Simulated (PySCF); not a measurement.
C3H3N2, SMILES C1=CN=C[N]1 (connectivity only; charge and spin as stated), charge -1, multiplicity 1.

Coordinates come from a B3LYP-D3(BJ)/def2-SVPD optimisation. The multiplicity is an assumed one; other spin states were not compared. The isomer is the one that the SMILES or the coordinates give; other isomers of the formula were not compared.

Level of theory: PBE/def2-SVPD (PySCF).

Gas-phase values at a fixed geometry. A positive occupied level means that this level leaves the electron formally unbound; only the finite basis holds it.

Computed frontier levels, gap, dipole moment and polarisability:
The highest occupied level is 0.37 eV, the lowest empty level comes out as 4.75 eV and the orbital gap is 4.39 eV. The dipole moment about the centre of nuclear charge is 1.11 D, the mean static polarisability comes out as 57.6 bohr³ (8.54 Å³) and the polarisability, principal values is 39.2, 63.3, 70.3 bohr³.
